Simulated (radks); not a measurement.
Question: Yb4+, configuration [Xe] 4f12 (the NIST ground configuration). Calculated with a radial shooting solver on a logarithmic mesh with Libxc functionals: scalar-relativistic Kohn-Sham, RPBE, spin-unpolarised, spherical densities, finite nucleus; Fermi nuclear charge, rms radius 5.3108 fm. Some entries of the table are withheld. Estimate them.

orbital,occ.,eigenvalue (hartree),<1/r> (bohr^-1),r(max) (bohr)
1s,2,-2252.164,80.62,0.01237
2s,2,-383.3163,18.80,(1)
2p,6,-338.0961,17.26,0.05756
3s,2,-88.05129,6.945,(2)
3p,6,-74.41608,(3),0.1966
3d,10,-57.80864,6.122,0.1603
4s,2,-18.99642,2.940,0.4548
4p,6,-14.50974,(4),0.4758
4d,10,-8.59981,(5),0.4900
5s,2,-3.80223,1.143,1.051
5p,6,-2.70290,0.9727,1.188
4f,12,-2.09795,1.844,0.4767

Answer: 
(1) 2s r(max) (bohr): 0.07058
(2) 3s r(max) (bohr): 0.1994
(3) 3p <1/r> (bohr^-1): 6.465
(4) 4p <1/r> (bohr^-1): 2.685
(5) 4d <1/r> (bohr^-1): 2.380
